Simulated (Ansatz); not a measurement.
Input and output for Na4Li3⁻ (the lowest singlet isomer of a short search).

```yaml
crystal:
  periodic: [false, false, false]
  atoms:
    - {symbol: Li, position_ang: [2.258576, -1.055321, -0.233871]}
    - {symbol: Li, position_ang: [0.588126, 0.892270, -1.658973]}
    - {symbol: Li, position_ang: [-0.549999, -1.760143, -0.705371]}
    - {symbol: Na, position_ang: [0.181972, -1.512206, 2.414679]}
    - {symbol: Na, position_ang: [1.705025, 1.981874, 1.128897]}
    - {symbol: Na, position_ang: [-2.573194, 0.345007, -2.082557]}
    - {symbol: Na, position_ang: [-1.610515, 1.108520, 1.137186]}
basis:
  gaussian: {orbitals: "6-31++G**", fitting: {mean_field: def2-universal-jkfit}}
total_charge: -1
hamiltonian: {xc: {name: RPBE}}
scf: {omitted_lower_state_checks: [starts]}
output: {forces: true}
```

```sh
$ ansatz run in.yaml --threads 4 --pin off --events-out ev --progress --plain --max-ram 3916MiB
```

Output, abridged:

```
Functional definition: RPBE
601 factors; integrals over basis functions are off by at most 2.5e-1 eV
mean field evaluation 1: about -18274.3020 eV, gradient 1.9e1 eV
mean field evaluation 2: about -18249.2384 eV, gradient 3.3e1 eV
mean field evaluation 4: about -18275.9927 eV, gradient 1.3e1 eV
mean field evaluation 8: about -18278.0062 eV, gradient 4.7e-1 eV
mean field evaluation 16: about -18278.0084 eV, gradient 1.6e-4 eV
mean field -18278.00842697 eV, -671.7044204120 hartree, gradient 4.5e-5 eV, S^2 0.000000; 0 other end points of the search recorded, 0 dependent functions left out
reference -18278.00848189 eV, -671.7044224304 hartree; 27, 27 occupied and 122, 122 virtual orbitals, 601 factors
Total energy: -18278.00848189 eV, -671.7044224304 hartree
Atom 0 at     2.258576    -1.055321    -0.233871 Å, force     0.014608    -0.013445    -0.004816 eV/Å
Atom 1 at     0.588126     0.892270    -1.658973 Å, force     0.010431     0.012120    -0.021400 eV/Å
Atom 2 at    -0.549999    -1.760143    -0.705371 Å, force    -0.000796    -0.027746     0.003798 eV/Å
Atom 3 at     0.181972    -1.512206     2.414679 Å, force     0.008232    -0.027936     0.018565 eV/Å
Atom 4 at     1.705025     1.981874     1.128897 Å, force     0.027090     0.029504     0.013473 eV/Å
Atom 5 at    -2.573194     0.345007    -2.082557 Å, force    -0.027079     0.001844    -0.034751 eV/Å
Atom 6 at    -1.610515     1.108520     1.137186 Å, force    -0.032487     0.025658     0.025131 eV/Å
Dipole moment:    -0.392511     0.283057     0.312350 e Å
Checks for a lower state left out: starts
```

Run time 3.3 s (4 threads of Arm Neoverse V2 on a shared host).

The 6-31G sets use Cartesian d functions. The restricted singlet is unstable towards broken spin symmetry in Hartree–Fock (as tested in another run); at RKS RPBE/6-31++G** this wasn't settled.

The dipole of an ion depends on the origin.
